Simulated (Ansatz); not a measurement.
Computed with Ansatz on PBE0-D4/def2-TZVP structures; ΔE is electronic, products minus reactants. CBS: MP2 limit from def2 TZ/QZ plus the TZ coupled-cluster correction, frozen cores. This one scheme is used for every species. DFT in def2-TZVPP. For Ga outer-core shells are correlated without core-valence functions, which leaves a few kJ/mol of doubt a bond. Scalar relativity is left out up to krypton. Each species was taken in one conformer, which may not be the lowest.

`B[S][GaH][Cl]` + `C#N` → `N#[C][GaH][Cl]` + `BS`  (formal exchange of groups at a Ga–S bond)

| level | ΔE (kJ/mol) |
| --- | --- |
| PBE0-D4 | 45.3 |
| ωB97M-V | 39.4 |

What does CCSD(T)/CBS give? (Best estimate.)

The calculation gave: +44.5 kJ/mol. The listed levels differ from it by 0.8, -5.1 kJ/mol.

Largest T1 diagnostic among the species: 0.015.

At CCSD(T), def2-SVP lies −8.6 kJ/mol from the extrapolated value and def2-TZVPP −6.5 kJ/mol. In def2-TZVPP, CCSD(T) changes the Hartree–Fock value by +4.5 kJ/mol (the triples alone add +1.4 kJ/mol) and MP2 by +8.4 kJ/mol.
